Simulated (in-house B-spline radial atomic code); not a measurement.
**Removing one electron from Zn XIX (Zn18+)**

Closed shell [Ne] 3s2. Computed with an all-electron radial atomic-structure program (B-spline basis): Koopmans values of Dirac-Hartree-Fock plus a diagonal self-energy, in second order or with its direct term screened (direct RPA, with the hole-particle interaction, or full time-dependent Hartree-Fock), linearised in energy; no-pair Dirac-Coulomb Hamiltonian, finite nucleus. Shifts add to the Koopmans value (the ΔSCF shift is orbital relaxation alone); the final value takes TDHF screening with Breit and QED.

Command:
```bash
python run_mb.py task.json out
```
Settings (nuclear radius in fm, box in bohr, cutoff in hartree):
```
basis_form          2
Z                   30
core_configuration  [Ne] 3s2
rms_radius          3.9283
mass_number         64
speed_of_light      137.036
box_radius          5.001
lmax                7
intervals           60
virtual_cutoff      3600.0
```

Cost of the run: 2.9 s on 1 thread of Arm Neoverse V2, on a shared host.

Energies in eV:

```json
{"subshell": "3s1/2", "Koopmans": "693.91", "ΔSCF shift": "-0.183", "second order": "?", "direct RPA": "?", "hole-particle": "?", "TDHF": "?", "Breit + QED": "?", "final": "?"}
```

**Question.** What does the self-energy do to 3s1/2?

**Answer.** It shifts the removal energy by 2.565 eV in second order, 1.504 with direct RPA, 1.904 with the hole-particle term and 2.407 with TDHF screening (quasi-particle weight 0.985); Breit and QED add -0.355 eV. The final value is 695.96 eV, against 697.5 ± 0.7 eV (NIST, semi-empirical). The mixing of s² with p² in the ground state is caught to low order only, which falls short in light ions.
